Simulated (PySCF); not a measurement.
## Selenium: a sound run and one with changed settings

Sound run: Se⁺ [Ar] 3d10 4s2 4p3, Se²⁺ [Ar] 3d10 4s2 4p2. Computed with PySCF 2.14 in cc-pVTZ-PP with ECP10MDF (5s4p3d1f, 39 functions), with a scalar-relativistic core potential. The sound run starts from symmetry-adapted Hartree-Fock orbitals and uses a fine grid where one is needed.

A second run was set up differently.

```csv
species,method,sound run (hartree),changed run (hartree),converged
Se⁺,UHF,-371.54804,-371.54525,no
Se⁺,TPSS,-372.69214,-372.68449,no
Se⁺,PBE,-372.76838,-372.76044,no
Se²⁺,UHF,-370.78217,-370.77629,no
Se²⁺,TPSS,-371.90915,-371.89623,no
Se²⁺,PBE,-371.98777,-371.97419,no
```

(1) What was changed?
A. minimal basis
B. angular grid far too coarse
C. all electrons correlated in a valence basis
D. too few SCF iterations

Results:

(1) D. It used initial guess atom, at most 2 SCF cycles. The SCF was stopped early; the energies are upper bounds that still move, and correlated levels were skipped or rest on poor orbitals.
